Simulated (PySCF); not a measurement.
Species: C₈H₁₂OP (charge +1).
SMILES with atom numbers: `[CH2:1]=[CH:2][P@@H+:3]1[CH:4]=[CH:5][C:6]([CH3:7])=[C:8]1[O:9][CH3:10]`

Cartesian coordinates in Å at the GFN2-xTB level; atoms count from 1:
```
atom  x, y, z in Å
C1     2.8787    1.8762   -0.2050
C2     1.9450    1.0582   -0.6726
P3     1.0330   -0.0773    0.3713
C4     1.2074   -1.7768   -0.1372
C5    -0.0113   -2.2356   -0.4901
C6    -1.1324   -1.3251   -0.3351
C7    -2.5228   -1.7322   -0.6620
C8    -0.7767   -0.1007    0.1477
O9    -1.6028    0.9230    0.3644
C10   -1.0953    2.0088    1.1043
H11    3.1343    1.9310    0.8421
H12    3.4271    2.5274   -0.8664
H13    1.6877    0.9944   -1.7241
H14    1.4146    0.1230    1.6828
H15    2.1425   -2.3042   -0.1893
H16   -0.1812   -3.2352   -0.8582
H17   -2.6042   -1.9731   -1.7213
H18   -2.7953   -2.6253   -0.1012
H19   -3.2201   -0.9338   -0.4283
H20   -1.8696    2.7738    1.0988
H21   -0.8850    1.7137    2.1390
H22   -0.1839    2.4092    0.6397
```

Probes without a nucleus sit at each ring's centroid and 1 Å off its mean plane on both sides; NICS is minus the shielding there, NICSzz its component along the normal. Level: GIAO PBE0/pcSseg-1 (PySCF, non-relativistic, gas phase) on the GFN2-xTB geometry, one conformer.

Ring bond lengths (Å), with Mayer bond orders in brackets: P3–C4 1.783 (0.99), C4–C5 1.349 (1.72), C5–C6 1.453 (1.09), C6–C8 1.363 (1.62), C8–P3 1.824 (0.92).

Q: What do the NICS probes read (ppm)?

A: 
| ring | type | NICS(0) | NICS(1), two faces | NICS(1)zz, two faces | rms pucker (Å) | centre to ring atoms, mean (Å) |
| --- | --- | --- | --- | --- | --- | --- |
| P3–C4–C5–C6–C8 | 5-membered ring with P; formal bonds 2 double, 3 single | 0.0 | -1.6 / -1.6 | 4.5 / 4.7 | 0.01 | 1.32 |

Q: What can be read from them?

A: 
- P3–C4–C5–C6–C8: mean NICS(1)zz 4.6 ppm, deshielded. P3 has four or more neighbours, so the value isn't read as a sign of a π ring current.

Q: At the first NICS(1) probe listed for ring P3–C4–C5–C6–C8, 1 Å off the ring, what do the in-plane components average?

A: The isotropic value is a third of the trace: (3 × -1.6 − (4.5))/2 = -4.7 ppm.

Q: List the ring angles and the Hirshfeld charges of the ring atoms.

A: 
- P3–C4–C5–C6–C8: P3 92.9° (+0.440 e), C4 108.1° (-0.097 e), C5 117.1° (+0.018 e), C6 113.5° (+0.011 e), C8 108.3° (+0.038 e); sum 539.9° against 540° for a flat convex ring.

Q: What are the shieldings of the ring atoms and their hydrogens in the same run (means over atoms taken as equivalent)?

A: 
```json
{"atoms": "P3", "environment": "phosphonium phosphorus", "σ isotropic (ppm)": "341.3", "principal values of the symmetric part, first atom (ppm)": "292.4, 354.2, 377.3"}
{"atoms": "C4", "environment": "alkene CH carbon", "σ isotropic (ppm)": "83.5", "principal values of the symmetric part, first atom (ppm)": "-14.7, 113.5, 151.6"}
{"atoms": "C5", "environment": "alkene CH carbon", "σ isotropic (ppm)": "14.1", "principal values of the symmetric part, first atom (ppm)": "-100.7, 6.5, 136.6"}
{"atoms": "C6", "environment": "fully substituted alkene carbon", "σ isotropic (ppm)": "40.8", "principal values of the symmetric part, first atom (ppm)": "-59.7, 46.0, 136.1"}
{"atoms": "C8", "environment": "vinylic carbon bearing oxygen", "σ isotropic (ppm)": "30.8", "principal values of the symmetric part, first atom (ppm)": "-41.4, 64.2, 69.7"}
{"atoms": "H14", "environment": "P–H hydrogen", "σ isotropic (ppm)": "25.03", "principal values of the symmetric part, first atom (ppm)": "21.4, 22.9, 30.8"}
{"atoms": "H15", "environment": "vinylic hydrogen", "σ isotropic (ppm)": "25.97", "principal values of the symmetric part, first atom (ppm)": "23.6, 25.9, 28.4"}
{"atoms": "H16", "environment": "vinylic hydrogen", "σ isotropic (ppm)": "23.90", "principal values of the symmetric part, first atom (ppm)": "22.0, 22.7, 26.9"}
```
